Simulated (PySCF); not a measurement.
Hypoiodous acid, HIO.
SMILES: `OI`

Method used: PBE0-D3(BJ)/def2-SVP geometry optimisation, gas phase, def2 core potentials past Kr (PySCF 2.14.0).

Masses are those of the commonest isotopes; rigid-rotor values at the optimised geometry. 

**Question.** Give the principal moments of inertia and the rotational constants in MHz.

**Answer.** Ia = 0.82, Ib = 61.80, Ic = 62.62 u·Å²; 505379 MHz·u·Å²/I gives A = 613141, B = 8178, C = 8070 MHz.

**Question.** What kind of rotor is it?

**Answer.** A near-prolate asymmetric top: κ = (2 × 8178 − 613141 − 8070)/(613141 − 8070) = -1.00.

**Question.** Where do the levels up to J = 3 lie, in MHz?

**Answer.** Above 0(0,0):
J = 1: 1(0,1) 16248, 1(1,1) 621211, 1(1,0) 621319
J = 2: 2(0,2) 48743, 2(1,2) 653599, 2(1,1) 653922, 2(2,1) 2468813, 2(2,0) 2468813
J = 3: 3(0,3) 97485, 3(1,3) 702180, 3(1,2) 702826, 3(2,2) 2517556, 3(2,1) 2517556, 3(3,1) 5542644, 3(3,0) 5542644
The levels of one J sum to (2J + 1)J(J + 1)(A + B + C)/3.

**Question.** Predict some low-J microwave lines.

**Answer.** The dipole components are |μa| = 0.66 D, |μb| = 1.53 D, |μc| = 0.00 D; the mirror of this Cs structure is the ab plane, so μc vanishes by symmetry and there are no c-type lines. Intensities carry the squares of the components, which stand as 0.18 : 1.00 (a : b). Some lines, for components of 0.1 D or more:

```json
{"type": "a", "branch": "R", "J(Ka,Kc)": "1(0,1) ← 0(0,0)", "MHz": "16248", "lower level (cm⁻¹)": "0.000"}
{"type": "a", "branch": "R", "J(Ka,Kc)": "2(1,2) ← 1(1,1)", "MHz": "32387", "lower level (cm⁻¹)": "20.721"}
{"type": "a", "branch": "R", "J(Ka,Kc)": "3(1,3) ← 2(1,2)", "MHz": "48581", "lower level (cm⁻¹)": "21.802"}
{"type": "a", "branch": "R", "J(Ka,Kc)": "3(0,3) ← 2(0,2)", "MHz": "48743", "lower level (cm⁻¹)": "1.626"}
{"type": "a", "branch": "R", "J(Ka,Kc)": "4(3,2) ← 3(3,1)", "MHz": "64990", "lower level (cm⁻¹)": "184.883"}
{"type": "a", "branch": "R", "J(Ka,Kc)": "4(1,3) ← 3(1,2)", "MHz": "65205", "lower level (cm⁻¹)": "23.444"}
{"type": "b", "branch": "Q", "J(Ka,Kc)": "2(1,1) ← 2(0,2)", "MHz": "605179", "lower level (cm⁻¹)": "1.626"}
{"type": "b", "branch": "Q", "J(Ka,Kc)": "4(1,3) ← 4(0,4)", "MHz": "605556", "lower level (cm⁻¹)": "5.420"}
{"type": "b", "branch": "R", "J(Ka,Kc)": "3(1,3) ← 2(0,2)", "MHz": "653437", "lower level (cm⁻¹)": "1.626"}
{"type": "b", "branch": "R", "J(Ka,Kc)": "4(1,4) ← 3(0,3)", "MHz": "669470", "lower level (cm⁻¹)": "3.252"}
{"type": "b", "branch": "Q", "J(Ka,Kc)": "3(2,2) ← 3(1,3)", "MHz": "1815376", "lower level (cm⁻¹)": "23.422"}
{"type": "b", "branch": "Q", "J(Ka,Kc)": "4(3,1) ← 4(2,2)", "MHz": "3025088", "lower level (cm⁻¹)": "86.144"}
{"type": "b", "branch": "Q", "J(Ka,Kc)": "3(3,1) ← 3(2,2)", "MHz": "3025088", "lower level (cm⁻¹)": "83.977"}
{"type": "b", "branch": "R", "J(Ka,Kc)": "4(3,1) ← 3(2,2)", "MHz": "3090078", "lower level (cm⁻¹)": "83.977"}
{"type": "b", "branch": "Q", "J(Ka,Kc)": "4(4,1) ← 4(3,2)", "MHz": "4235123", "lower level (cm⁻¹)": "187.051"}
```

Whether it is a minimum is left open (no frequencies). Constants of a rigid frame at the computed geometry: no zero-point averaging, no centrifugal distortion. Quadrupole hyperfine structure (127I) is left out.

The run took 4.7 s on an Intel Xeon Platinum 8488C with one thread, shared host with 192 logical CPUs at a one-minute load of 65, and the process peaked at 0.26 GiB of memory. That covers the optimisation of the geometry.
